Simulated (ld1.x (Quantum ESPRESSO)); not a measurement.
Results of a calculation; reference values are marked as such.
Hardness and transferability of assorted potentials

Generated with ld1.x 7.5 (TM, RRKJ, ultrasoft, PAW), atompaw 4.2 or ONCVPSP 4.0.1. The cutoff is in Ry: for ld1.x and atompaw files where the sum of valence levels is converged to 10 mRy in a Bessel basis, for ONCV files where the hardest occupied wave has 1 mHa per electron of residual kinetic energy. The error is the largest all-electron minus pseudo excitation energy over each file’s own four to seven test configurations (ionisations up to +4, promotions, holes and added fractions of an electron), all of which were solved. The labels leave out finer settings (local radius, basis sizes, second energies), which also bear on the numbers. Spin-polarised tests are not counted. The rows are a selection from randomly drawn settings: files with unsolved tests, undetermined cutoffs or missed reference levels are left out.

A true bound ghost makes a file unfit for plane-wave use even where its test errors are small: the radial tests pick states by their node count and pass the ghost by.

```tsv
element	potential	cutoff (Ry)	largest error (meV)	bound ghosts
B	ultrasoft, Wu–Cohen, scalar-relativistic, rc 1.10/3.80 (sp), local smoothed, core correction no, reference 2s2 2p0	25	+217	p
S	ultrasoft, PBE, scalar-relativistic, rc 1.25/1.55 (sp), local smoothed, core correction no, reference 3s2 3p2	25	+179	none
Ti	TM semilocal, PBE, scalar-relativistic, rc 2.55/2.50/1.30 (spd), local p, core correction yes, reference 3d2 4s1 4p0	100	-505	none
Hg	TM, PW91, fully relativistic, rc 1.60/2.35 (sp), local p, core correction no, reference 6s2 6p0	35	+160	none
Bi	TM, LDA (PZ), scalar-relativistic, rc 1.75/2.25/1.45 (spd), local smoothed, core correction yes, reference 5d10 6s2 6p3	55	+59	s
```

(1) Fill in the row for Rh: TM semilocal, PW91, scalar-relativistic, rc 2.60/2.50/1.35 (spd), local d, core correction no, reference 4d8 5s0 5p0.

(2) Fill in the row for Ni: ultrasoft, Wu–Cohen, scalar-relativistic, rc 2.40/2.85/1.50 (spd), local smoothed, core correction yes, reference 3d8 4s2 4p0.

(3) Fill in the row for I: ultrasoft, PBE, scalar-relativistic, rc 1.75/2.10/0.95 (spd), local smoothed, core correction yes, reference 4d10 5s2 5p4.5.

Results:

(1) cutoff 60 Ry, largest error -499 meV, bound ghosts: none.

(2) cutoff 50 Ry, largest error -1040 meV, bound ghosts: s.

(3) cutoff 160 Ry, largest error -76 meV, bound ghosts: none.
